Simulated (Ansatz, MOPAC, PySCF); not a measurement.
Molecule: C3H8O2Si, net charge 0, singlet state. SMILES: C(=O)O[SiH](C)C
Coordinates optimised at B3LYP-D3(BJ)/def2-TZVP (Ansatz, a first-principles code):
```
Si
O 1 1.7117
C 2 1.3320 1 122.84
O 3 1.2022 2 125.40 1 0.00
H 3 1.0987 4 123.66 2 180.00
H 1 1.4790 2 101.29 3 -180.00
C 1 1.8607 6 110.82 2 116.63
H 7 1.0904 1 110.77 6 -178.32
H 7 1.0916 8 108.50 1 -122.23
H 7 1.0929 8 108.44 9 -116.83
C 1 1.8607 6 110.82 2 -116.63
H 11 1.0904 1 110.77 6 178.32
H 11 1.0916 12 108.50 1 122.23
H 11 1.0929 12 108.44 13 116.83
```
Charge 0, spin multiplicity 1.

Wanted: vertical ionisation energy to the doublet, in eV. Set-up: non-relativistic; no dispersion term unless named; 6-311+G** with 5d, 6d on Na to Ar in Ansatz; UHF or UKS for open shells; each state is the SCF solution reached for its charge and spin; PM7 with its own dispersion and hydrogen-bond terms; no spin-orbit coupling; valence correlation only; 6-31G* and kin with 6d, 5d where marked. First-principles rows: single points at B3LYP-D3(BJ) geometries (Ansatz). Semi-empirical rows: differences of heats of formation at the shared geometry for vertical values.

```tsv
level	program	vertical ionisation energy to the doublet (eV)
AM1	MOPAC	10.96
PM3	MOPAC	10.24
PM7	MOPAC	10.34
MNDO	MOPAC	11.07
HF/6-31G*	Ansatz	9.47
HF/6-311+G**	Ansatz	9.52
PBE/6-311+G**	Ansatz	9.97
B3LYP/STO-3G	Ansatz	7.61
B3LYP/3-21G	Ansatz	10.21
B3LYP/6-31G*	Ansatz	10.25
B3LYP/6-311+G**	Ansatz	10.48
M06-2X/6-31G* (5d)	PySCF	10.78
MP2/6-311+G**	Ansatz	11.10
B3LYP/def2-TZVPD	Ansatz	10.43
wB97M-V/def2-TZVPD	Ansatz	10.79
wB97X-V/def2-TZVPD	Ansatz	10.78
```

No value to compare with is used here. The 13 habitual levels span 7.61 (B3LYP/STO-3G) to 11.10 eV (MP2/6-311+G**); wB97M-V/def2-TZVPD gives 10.79.

The levels are drawn from those run, B3LYP/6-31G* more often than the rest, none by its result; left out are runs that failed, that the program found above a lower state of the same kind, or whose <S^2> lies over 0.5 above the pure value.
